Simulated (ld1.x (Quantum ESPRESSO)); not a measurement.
## beryllium (Be), ultrasoft: configuration errors across variants

ld1.x (Quantum ESPRESSO) 7.5 input, shortened:

```
&input
   title='Be', zed=4., rel=0, dft='PBE', iswitch=3,
   config='[He] 2s2 2p0 3d-2'
 /
 &inputp
   pseudotype=3, tm=.true., lloc=-1, rcloc=1.75,
   nlcc=.true., new_core_ps=.true., rcore=0.90
 /
5
2S  1  0   2.00   0.00  1.15  1.50  0.0
2S  1  0   0.00   0.05  1.15  1.50  0.0
2P  2  1   0.00   0.00  3.25  4.50  0.0
2P  2  1   0.00   1.80  3.25  4.50  0.0
3D  3  2  -2.00   0.30  3.45  3.80  0.0
 &test
   configts(1)='2s2 2p0'
 /
```

All-electron excitation energies from the reference (eV): (1) 2s1 2p0 9.549; (2) 2s1.5 2p0 3.760; (3) 2s1 2p1 3.610; (4) 2s0 2p2 7.247; (5) 2s0 2p1 13.456.

The overlap operator is not positive definite (basis up to 400 Ry) in “base”, “all radii but the core radius scaled by about 1.13 (s 1.70, p 5.10, d 4.30 bohr, rcut 1.30/3.68/3.90); local potential all-electron potential smoothed inside 1.98 bohr (lloc = -1)”, “core correction Bessel-smoothed model core inside 0.98 bohr”, “wave 2s channel at 0.05 Ry: rcut 1.15, rcutus 1.50 bohr becomes 2s channel at -0.12 Ry: rcut 1.15, rcutus 1.50 bohr”, “added wave 3d channel at 2.3 Ry: rcut 3.45, rcutus 3.80 bohr”. Such files are unfit for use, however small their errors in these radial tests.

3 further variants failed, have other tests or another functional or relativity, and are left out.

A true bound ghost makes a file unfit for plane-wave use even where its test errors are small: the radial tests pick states by their node count and pass the ghost by.

Errors AE − PS in meV (a dash: test not solved or not reliable):

```csv
change,(1),(2),(3),(4),(5),bound ghosts
base,+2.9,+0.4,-14,-68,-321,"p (d not tested, overlap not positive)"
"all radii but the core radius scaled by about 1.13 (s 1.70, p 5.10, d 4.30 bohr, rcut 1.30/3.68/3.90); local potential all-electron potential smoothed inside 1.98 bohr (lloc = -1)",+2.7,+0.4,-21,-101,-432,not determined (overlap not positive)
core correction Bessel-smoothed model core inside 0.98 bohr,+3.1,+0.4,-13,-67,-320,"p (d not tested, overlap not positive)"
local potential all-electron potential smoothed inside 2.45 bohr (lloc = -2),+2.9,+0.4,-14,-70,-357,p
"wave 3d channel at 0.3 Ry: rcut 3.45, rcutus 3.80 bohr becomes 3d channel at 0.3 Ry: rcut 3.45, rcutus 5.52 bohr",+2.9,+0.4,-14,-68,-321,p
local potential all-electron potential smoothed inside 5.12 bohr (lloc = -1),-0.5,-0.3,-14,-70,-351,p
"wave 2s channel at 0.05 Ry: rcut 1.15, rcutus 1.50 bohr becomes 2s channel at -0.12 Ry: rcut 1.15, rcutus 1.50 bohr",+2.8,+0.4,-14,-68,-321,"p (d not tested, overlap not positive)"
"added wave 3d channel at 2.3 Ry: rcut 3.45, rcutus 3.80 bohr",+2.9,+0.4,-14,-68,-321,"p (d not tested, overlap not positive)"
```

Task: Give the same row for: type TM; waves now 2s (bound): rc 1.50 bohr; 2p (bound): rc 4.50 bohr; 3d channel at 0.3 Ry: rc 3.80 bohr; local potential all-electron potential smoothed inside 1.95 bohr (lloc = -2).

Result: +5.4, +1.0, -30, -123, -267; bound ghosts: none.
